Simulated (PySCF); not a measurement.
Pb(Cl)2 anion (Cl2Pb), SMILES [Cl][Pb][Cl] (connectivity only; charge and spin as stated), charge -1, multiplicity 2.

The structure is a stationary point at PBE0-D3(BJ)/def2-SVPD. The spin state was assumed, not searched. The isomer is the one that the SMILES or the coordinates give; other isomers of the formula were not compared. The def2 effective core potentials stand for the cores of Pb; spin–orbit coupling is left out.

Computed with PySCF with PBE0-D3(BJ)/def2-SVPD.

Frequencies are harmonic and unscaled.

| mode | ν (cm⁻¹) | IR (km/mol) | moving atoms (share of kinetic energy) |
|---|---|---|---|
| 1 | 69 | 2.2 | Cl 88 %, Pb 12 % |
| 2 | 225 | 99.5 | Cl 83 %, Pb 17 % |
| 3 | 244 | 45.9 | Cl 86 %, Pb 14 % |
